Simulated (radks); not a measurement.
Results of a calculation; reference values are marked as such.
Species: Tl41+. Configuration: [Kr] 4d4 (the NIST ground configuration).

Level of theory: scalar-relativistic Kohn-Sham, LB94 model potential, spin-polarised, spherical densities, finite nucleus; open shells are filled with parallel spins first (spin-orbit coupling, left out, can overturn this in heavy ions); Fermi nuclear charge, rms radius 5.4759 fm (a radial shooting solver on a logarithmic mesh with Libxc functionals).

Energy parts (hartree):
| part | energy |
|---|---|
| kinetic | 21759.7733 |
| electron-nucleus | -44931.3866 |
| Hartree | 4295.1673 |
(The LB94 potential has no energy functional, so no total or exchange-correlation energy is given.)

Orbitals (lengths in bohr, moments of r in powers of bohr; <r^-3> diverges for s and p1/2; r(max) is where P^2 peaks):
| orbital | occ. | eigenvalue (hartree) | r(max) | <r> | <r^-3> | <r^2> |
|---|---|---|---|---|---|---|
| 1s up | 1 | -3224.846 | 0.01003 | 0.01630 | - | 0.0003680 |
| 1s down | 1 | -3224.854 | 0.01003 | 0.01630 | - | 0.0003680 |
| 2s up | 1 | -632.3068 | 0.05809 | 0.06863 | - | 0.005584 |
| 2s down | 1 | -632.2503 | 0.05808 | 0.06862 | - | 0.005582 |
| 2p up | 3 | -554.0066 | 0.04827 | 0.06221 | 28320 | 0.004733 |
| 2p down | 3 | -553.9693 | 0.04827 | 0.06220 | 28330 | 0.004731 |
| 3s up | 1 | -202.7245 | 0.1632 | 0.1758 | - | 0.03529 |
| 3s down | 1 | -202.6933 | 0.1633 | 0.1759 | - | 0.03533 |
| 3p up | 3 | -180.0923 | 0.1628 | 0.1768 | 6688 | 0.03620 |
| 3p down | 3 | -180.0582 | 0.1629 | 0.1769 | 6671 | 0.03624 |
| 3d up | 5 | -157.0464 | 0.1323 | 0.1597 | 820.6 | 0.02973 |
| 3d down | 5 | -156.9466 | 0.1324 | 0.1599 | 819.3 | 0.02978 |
| 4s up | 1 | -90.73492 | 0.3514 | 0.3598 | - | 0.1455 |
| 4s down | 1 | -90.47739 | 0.3509 | 0.3593 | - | 0.1452 |
| 4p up | 3 | -82.51392 | 0.3647 | 0.3733 | 2090 | 0.1575 |
| 4p down | 3 | -82.24112 | 0.3642 | 0.3728 | 2103 | 0.1573 |
| 4d up | 4 | -73.50934 | 0.3593 | 0.3722 | 250.0 | 0.1584 |
| 4d down | 0 | -73.25853 | 0.3586 | 0.3716 | 252.3 | 0.1579 |
| 5s up | 0 | -51.64078 | 0.6368 | 0.6199 | - | 0.4294 |
| 5s down | 0 | -51.48097 | 0.6373 | 0.6209 | - | 0.4307 |
| 5p up | 0 | -47.91579 | 0.6656 | 0.6453 | 913.4 | 0.4672 |
| 5p down | 0 | -47.76722 | 0.6663 | 0.6465 | 911.0 | 0.4689 |

The highest occupied level is 4d up at -2000.3 eV. The spin density at the nucleus is -39.33 e/bohr^3 (1s 5.39, 2s -58.63, 3s 89.97, 4s -76.05). The density falls to 0.001 e/bohr^3 at r = 1.00 bohr. Spin moment in Bohr magnetons: 4. Summed over all electrons, <r^2> = 2.494 bohr^2, which gives a Langevin (diamagnetic) susceptibility term of -1.98 x 10^-6 cm^3/mol. The electron density at the nucleus is 2.724e+06 e/bohr^3 (large components only). For comparison, the ionisation energy in NIST's Atomic Spectra Database is 2014 eV (theoretical). In exact Kohn-Sham theory the highest level is minus the ionisation energy, but local and semilocal functionals leave it too shallow, through self-interaction and a potential that decays too fast; potentials with the right tail come closer.
